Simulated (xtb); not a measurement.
xtb input (GFN2-xTB):

```bash
xtb mol.xyz --gfn 2 --ohess tight --chrg -1 --uhf 0
```
mol.xyz:
```
9

C     -0.38571453    -1.47112395    -0.21655373
C     -1.30331709    -0.33811094    -0.10617108
C     -0.90320474     0.95864425     0.10910029
N      0.43075616     1.32152169     0.13300173
C      1.22054553     0.28814624     0.06245177
N      0.95862460    -1.01112722    -0.12830334
H     -2.37133104    -0.54842509    -0.09550381
H     -1.59149568     1.72316283     0.17655352
H      2.30108671     0.49486997     0.11954888
```

End of the output:

```
optimized geometry written to: xtbopt.xyz

           -------------------------------------------------
          | TOTAL ENERGY              -16.040214178882 Eh   |
          | TOTAL ENTHALPY            -15.975702184188 Eh   |
          | TOTAL FREE ENERGY         -16.009853043095 Eh   |
          | GRADIENT NORM               0.000246586995 Eh/α |
          | HOMO-LUMO GAP               1.774298191845 eV   |
           -------------------------------------------------

------------------------------------------------------------------------
------------------------------------------------------------------------
 total:
 SCF:
 ANC optimizer:
 analytical hessian:
```

It need not be the lowest isomer of its formula. Whether it binds its extra electron was not tested at this geometry.
